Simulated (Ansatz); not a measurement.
Basis-set extrapolation for F3H4NO2Si2, SMILES `O[SiH](F)N[Si](O)(F)F` (PBE0-D4/def2-TZVP geometry, frozen core, Ansatz 0.2.0). Multiplicity 1, RHF reference.

|  | def2-TZVPP | def2-QZVPP |
| --- | --- | --- |
| HF | -1083.366231 | -1083.410462 |
| MP2 correlation | -1.656150 | -1.803935 |
| CCSD(T) correlation | -1.728876 | not run |

Energies in hartree. Use E(X) = E(∞) + A·exp(−7.88·√X) for Hartree–Fock and E(X) = E(∞) + B·X^(−2.97) for correlation, with X = 3 and 4, and add CCSD(T) minus MP2 of the smaller set to the MP2 limit.

**Question.** What is the CCSD(T) energy at the basis-set limit?

**Answer.** HF limit: -1083.410462 + (-0.044231) × 0.13774 = -1083.41655. MP2 limit: -1.803935 + (-0.147785) × 0.74074 = -1.91341. Higher-order term: -1.728876 − (-1.656150) = -0.07273. Total: -1085.40269 hartree, 807.6 kJ/mol below CCSD(T)/def2-TZVPP.
